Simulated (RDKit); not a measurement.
Input file for RDKit: MMFF94 on C4H10 (a complex).

```python
from rdkit import Chem
from rdkit.Chem import AllChem, rdDetermineBonds

blocks = [
'''6

C     0.24603906    0.63662033   -0.02648911
C    -0.24825794   -0.56693527    0.22071300
H    -0.38747042    1.51424356   -0.07164536
H     1.30483496    0.79460612   -0.19279116
H     0.38520569   -1.44428183    0.26874276
H    -1.30628034   -0.72486553    0.39055192
''',
'''8

C     0.34811849    0.65255254    3.96789369
C    -0.34588348   -0.70330288    3.88657443
H     1.32028320    0.57196049    4.45873844
H    -0.24828466    1.37066391    4.53459969
H     0.51159236    1.06661089    2.97174995
H     0.24897230   -1.41781686    3.31456699
H    -1.31758110   -0.62119549    3.39585058
H    -0.51064072   -1.12779815    4.87915621
''',
]
mol = None
for b in blocks:
    f = Chem.MolFromXYZBlock(b)
    rdDetermineBonds.DetermineBonds(f, charge=0)
    mol = f if mol is None else Chem.CombineMols(mol, f)
Chem.SanitizeMol(mol)
print(Chem.MolToSmiles(Chem.RemoveHs(mol)))
ff = AllChem.MMFFGetMoleculeForceField(mol, AllChem.MMFFGetMoleculeProperties(mol), nonBondedThresh=100.0, ignoreInterfragInteractions=False)
e = ff.CalcEnergy()
print(f'MMFF94 energy {e:.6f} kcal/mol')
```

The log:

```
C=C.CC
MMFF94 energy 3.366850 kcal/mol
```

The run finished.

Cost: roughly 0.04 core-seconds.
